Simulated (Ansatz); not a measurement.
One change: `[NH2][Al]([F])[F]` becomes `[NH2][Al]([OH])[F]`.

Ansatz, PBE0-D4/def2-TZVP geometries, multiplicity 1. Each molecule was computed in one conformer, which needn't be the lowest.

```csv
property,`[NH2][Al]([F])[F]`
HOMO–LUMO gap (PBE/def2-TZVPP) / eV,5.05
HOMO energy (PBE0/def2-TZVPP) / eV,-8.04
size of the dipole moment (PBE/def2-TZVPP) / D,2.53
size of the dipole moment (ωB97M-V/def2-TZVPP) / D,2.51
HOMO energy (B3LYP/def2-TZVPP) / eV,-7.79
HOMO energy (ωB97M-V/def2-TZVPP) / eV,-10.45
```

Problem. Give the same properties after the change, and the shifts. (An estimate is asked.)

Solution. The calculation gave: 
| property | `[NH2][Al]([OH])[F]` | shift |
| --- | --- | --- |
| HOMO–LUMO gap (PBE/def2-TZVPP) / eV | 4.98 | -0.07 |
| HOMO energy (PBE0/def2-TZVPP) / eV | -7.71 | 0.33 |
| size of the dipole moment (PBE/def2-TZVPP) / D | 3.26 | 0.73 |
| size of the dipole moment (ωB97M-V/def2-TZVPP) / D | 3.32 | 0.81 |
| HOMO energy (B3LYP/def2-TZVPP) / eV | -7.46 | 0.33 |
| HOMO energy (ωB97M-V/def2-TZVPP) / eV | -10.12 | 0.33 |

With PBE0 the HOMO rises by 0.33 eV and the LUMO rises by 0.25 eV, so the gap narrows by about 0.08 eV. PBE moves the HOMO by 0.34 eV and ωB97M-V by 0.33 eV. The zero-point energy changes by 28.6 kJ/mol with +3 modes. Dipoles are sizes alone; their direction can turn.

B3LYP here is the variant with VWN-RPA as its local correlation; programs differ in this.
